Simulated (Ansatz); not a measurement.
Reaction (homolysis of the H–Sn bond): `C#[C][SnH2][F]` → H• + `C#[C][SnH][F]`•

Calculated with Ansatz (gas phase, PBE0-D4/def2-TZVP geometries, no zero-point term in ΔE). CBS: MP2 limit from def2 TZ/QZ plus the TZ coupled-cluster correction, frozen cores. This one scheme is used for every species, atoms too. DFT in def2-TZVPP. B3LYP here is the variant with VWN-RPA as its local correlation; programs differ in this. No spin–orbit coupling; open shells (•) take unrestricted orbitals. Elements past krypton have def2 core potentials. For Sn outer-core shells are correlated without core-valence functions, so the limit isn't a true one: a few kJ/mol of doubt a bond, and 10 to 20 or more in all where bonds break to atoms.

(1) What is ΔE at CCSD(T)/CBS? (Best estimate.)

(2) What do these levels give: PBE-D4, ωB97X-V, PBE, revPBE, B3LYP, CCSD/def2-TZVPP? (Estimate.)

Largest T1 diagnostic among the species: 0.018.

Results:

(1) Ansatz gave: +340.5 kJ/mol.

(2) Computed: PBE-D4 306.7, ωB97X-V 335.3, PBE 305.7, revPBE 299.2, B3LYP 319.1, CCSD/def2-TZVPP 333.8 kJ/mol.

From r2SCAN to r2SCAN0 (25 % exact exchange), in def2-TZVPP and without D4, ΔE moves by +4.5 kJ/mol. In def2-TZVPP, CCSD(T) changes the Hartree–Fock value by +79.0 kJ/mol (the triples alone add +0.2 kJ/mol) and MP2 by +70.7 kJ/mol; breaking electron pairs costs correlation energy, which Hartree–Fock lacks. At CCSD(T), def2-SVP lies −18.8 kJ/mol from the extrapolated value and def2-TZVPP −6.6 kJ/mol: correlation converges slowly with the basis, and small sets miss more of it in the bonded molecule than in its fragments.
